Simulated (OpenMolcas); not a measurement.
Mn⁺: effect of the level shift or regulariser

```json
{
  "Program": "OpenMolcas",
  "Basis": "ANO-RCC-VQZP [7s6p4d3f2g1h]",
  "Scalar Hamiltonian": "DKH2, point nucleus",
  "Active space": "6 electrons in 6 orbitals (3d 4s)",
  "State averaging": "2S+1 = 7 even, 1 root; 2S+1 = 5 even, 18 roots kept (CI in the orbitals of an earlier block); 2S+1 = 3 even, 9 roots kept (CI in the orbitals of an earlier block)",
  "Spin-orbit coupling": "RASSI with atomic mean-field integrals over the reference wave functions, term energies averaged over their components"
}
```

Methods on the same reference wave functions:
A. CASSCF
B. SS-CASPT2, IPEA 0.25 Eh, imaginary shift 0.1 Eh (closed shells correlated: 3s 3p)
C. SS-CASPT2, IPEA 0.25 Eh, real shift 0.2 Eh (closed shells correlated: 3s 3p)

Energies in cm-1 above 3d5 4s 7S3, the measured ground level; measured values from NIST Handbook of Basic Atomic Spectroscopic Data.

| Level | A | B | C | Measured |
| --- | --- | --- | --- | --- |
| 3d5 4s 7S3 | 0.0 | 0.0 | 0.0 | 0.0 |
| 3d5 4s 5S2 | 12261 | 8790 | 8910 | 9473 |
| 3d5 4s 5G4 | 33632 | 29030 | 29030 | 27584 |
| 3d5 4s 5G5 | 33632 | 29030 | 29030 | 27571 |
| 3d5 4s 5G3 | 33632 | 29030 | 29030 | 27588 |
| 3d5 4s 5G2 | 33632 | 29030 | 29030 | 27589 |
| 3d5 4s 5G6 | 33632 | 29030 | 29030 | 27547 |

Deviations, from unrounded energies. A percentage is the sum of absolute deviations over the sum of measured energies, with the sign that they share, or ± where signs differ.

```json
{"Against measurement": "mean absolute deviation (cm-1)", "Levels": "6", "A": "5500", "B": "1300", "C": "1300"}
{"Against measurement": "other terms of the ground configuration (%)", "Levels": "6", "A": "+22.4", "B": "±5.4", "C": "±5.3"}
```

B, C lie about equally close to measurement and A furthest from it. The largest miss of C in the table is 3d5 4s 5G6, by +1500 cm-1. The ranking rests on the paired levels alone, and a cruder setting can come out closer through cancelling errors.

Between B and C the level of the table that moves most is 3d5 4s 5S2, by 120 cm-1 (lowest in B, highest in C). Moves below CASPT2's spread within the term are not significant.

The mean deviations of B to C differ by less than CASPT2's widest spread within a term (150 cm-1), so their order carries little weight.

From A to B the spin-free energies of the other terms of 3d5 4s shown, above 7S, scale by factors of 0.72 to 0.86.

The lowest spin-free term lies below A's lowest term by 0.506 hartree in B, 0.506 hartree in C.

CASPT2 breaks the degeneracy within a term, and the mean is taken; among the terms shown or strongly mixed into the levels shown the widest spread is 150 cm-1 (3d5 4s 5G, B). Terms from blocks run as CI alone lack orbitals of their own. No level of 3d6 was computed, though it lies in the active space. Without dynamic correlation excited terms often stand tens of per cent too high (terms of higher spin than the ground term too low), and those without a measured partner can miss by more than the paired ones (holds for A). Measured partners are found by configuration, term and J. A level has none where our copy of the source lacks it or the pairing is in doubt (some pairs that miss far off the trend of their configuration count as doubtful), and it then counts in no deviation. Only configurations of the active space appear. Levels that lie high or do not pair safely by name in every column are left out.
